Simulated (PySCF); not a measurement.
SCF from a fresh guess for singlet BrH₅, at the TPSS minimum. PySCF input:

```python
from pyscf import gto, scf, dft
mol = gto.M(atom='''
Br     0.000000     0.000000    -0.025611
H     -0.000000    -0.000000     1.410793
H      1.703416    -0.000000     0.148679
H      0.000000     1.703416     0.148679
H     -1.703416     0.000000     0.148679
H     -0.000000    -1.703416     0.148679''',
    basis={'Br': 'def2-TZVP', 'H': 'def2-TZVP'},
    charge=0, spin=0)
mf = dft.RKS(mol, xc='PBE')
mf.grids.atom_grid = (50, 194)
aux = {'Br': 'def2-universal-JKFIT', 'H': 'def2-universal-JKFIT'}
mf = mf.density_fit(auxbasis=aux)
mf.conv_tol = 1e-08
mf.diis_space = 10
mf.max_cycle = 60
mf.init_guess = 'minao'
mf.verbose = 4
mf.kernel()
```

Excerpt of the output (cycles and frontier levels):

```
init E= -2575.51273877376
  HOMO = -0.186868104254835  LUMO = -0.0549378653528914  gap/eV = 3.59000
cycle= 1 E= -2576.37373619742  delta_E= -0.861  |g|= 0.575  |ddm|= 2.09
  HOMO = -0.209810322464814  LUMO = -0.139538769894949  gap/eV = 1.91219
cycle= 2 E= -2576.31913096276  delta_E= 0.0546  |g|= 0.752  |ddm|= 1.24
  HOMO = -0.183837375313292  LUMO = -0.0841536677990238  gap/eV = 2.71253
cycle= 3 E= -2576.41331344194  delta_E= -0.0942  |g|= 0.0731  |ddm|= 0.903
  HOMO = -0.189901327380861  LUMO = -0.0914992362745455  gap/eV = 2.67766
cycle= 4 E= -2576.41505252734  delta_E= -0.00174  |g|= 0.0163  |ddm|= 0.128
  HOMO = -0.189887564324737  LUMO = -0.0928066042457649  gap/eV = 2.64171
cycle= 5 E= -2576.41513002407  delta_E= -7.75e-05  |g|= 0.00539  |ddm|= 0.0207
  HOMO = -0.189661969686724  LUMO = -0.0918466992706763  gap/eV = 2.66169
cycle= 6 E= -2576.41514181268  delta_E= -1.18e-05  |g|= 0.000223  |ddm|= 0.00975
  HOMO = -0.189620612550383  LUMO = -0.091819953083716  gap/eV = 2.66129
cycle= 7 E= -2576.41514182572  delta_E= -1.3e-08  |g|= 5.51e-05  |ddm|= 0.000378
  HOMO = -0.189618054794725  LUMO = -0.0918255781937667  gap/eV = 2.66107
cycle= 8 E= -2576.41514182688  delta_E= -1.16e-09  |g|= 1.2e-05  |ddm|= 0.000158
  HOMO = -0.189620286177329  LUMO = -0.0918246875730659  gap/eV = 2.66115
Extra cycle  E= -2576.41514182692  delta_E= -3.87e-11  |g|= 9.43e-06  |ddm|= 5.08e-05
converged SCF energy = -2576.41514182692
```

No lower solution of this spin was found by a stability analysis within the restricted form, which does not test spin polarisation.

The search for the lowest solution, with the stability check, took 5.5 s on 2 threads of a shared Arm Neoverse N1 host, with 78 basis functions; the process peaked at 0.35 GiB. Launch command: `OMP_NUM_THREADS=2 python axn.py task.json out`.
